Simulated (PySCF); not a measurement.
CsBr, SMILES [Cs][Br]. Geometry optimised at PBE-D3(BJ)/def2-TZVPD. The def2 effective core potentials stand for the cores of Cs; spin–orbit coupling is left out.

**Question.** Give the equilibrium geometry at PBE-D3(BJ)/def2-TZVPD (PySCF confirms it by a frequency run) as a Z-matrix, and its point group. (The exact figures need the calculation; the answer reports its results.)

**Answer.** point group C∞v.
```
Cs
Br 1 3.1089
```
Charge 0, spin multiplicity 1.
